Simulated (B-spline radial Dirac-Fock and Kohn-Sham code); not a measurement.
Photoemission from Xe⁴⁺ at 13500 eV, detector at θ = 54.7°, φ = 0°

System: Xe⁴⁺ in the configuration [Kr] 4d10 5s2 5p2. The computed values come from a radial finite-basis atomic code: Dirac-Hartree-Slater photoionisation with a Latter tail; cross sections with all multipoles, angular parameters from the dipole term and its interference with E2. Thresholds are orbital energies of the model. For linearly polarised light dσ/dΩ = σ/(4π) [1 + β P₂(cos θ) + (δ + γ cos²θ) sin θ cos φ], with θ from the polarisation vector and φ the angle between the beam and the projection of the electron momentum on the plane normal to the polarisation. The dipole factor is 1 + βP₂ and the non-dipole term is the rest of the bracket. Open shells are filled statistically over j.

| subshell | threshold (eV) | σ (kb) | β | γ | δ | dipole factor | non-dipole term | dσ/dΩ (kb/sr) |
| --- | --- | --- | --- | --- | --- | --- | --- | --- |
| 2s | 5467.2 | 4.26 | 1.99 | 0.28 | 0.000 | 1.002 | +0.075 | 0.366 |
| 2p1/2 | 5154.2 | 3.29 | 1.33 | 1.48 | 0.101 | 1.001 | +0.485 | 0.389 |
| 2p3/2 | 4824.6 | 5.34 | 1.39 | 1.60 | 0.099 | 1.001 | +0.517 | 0.646 |
| 3s | 1171.8 | 0.871 | 1.99 | 0.64 | 0.000 | 1.002 | +0.173 | 0.0815 |
| 3p1/2 | 1039.3 | 0.553 | 1.26 | 1.62 | 0.095 | 1.001 | +0.518 | 0.0669 |
| 3p3/2 | 976.1 | 0.913 | 1.31 | 1.71 | 0.092 | 1.001 | +0.543 | 0.112 |
| 3d3/2 | 740.5 | 0.129 | 0.70 | 1.78 | 0.386 | 1.001 | +0.800 | 0.0184 |
| 3d5/2 | 727.0 | 0.173 | 0.65 | 1.73 | 0.408 | 1.001 | +0.806 | 0.0248 |
| 4s | 257.4 | 0.193 | 1.99 | 0.71 | 0.000 | 1.002 | +0.193 | 0.0184 |
| 4p1/2 | 209.7 | 0.111 | 1.24 | 1.64 | 0.095 | 1.001 | +0.523 | 0.0134 |
| 4p3/2 | 196.8 | 0.182 | 1.30 | 1.73 | 0.092 | 1.001 | +0.546 | 0.0224 |
| 4d3/2 | 118.4 | 0.0230 | 0.68 | 1.75 | 0.384 | 1.001 | +0.792 | 0.00327 |
| 4d5/2 | 116.3 | 0.0307 | 0.63 | 1.71 | 0.407 | 1.001 | +0.798 | 0.00440 |
| 5s | 67.03 | 0.0352 | 1.99 | 0.73 | 0.000 | 1.002 | +0.198 | 0.00336 |
| 5p1/2 | 53.94 | 0.00585 | 1.24 | 1.64 | 0.095 | 1.001 | +0.524 | 0.000710 |
| 5p3/2 | 51.90 | 0.00961 | 1.29 | 1.73 | 0.092 | 1.001 | +0.547 | 0.00118 |
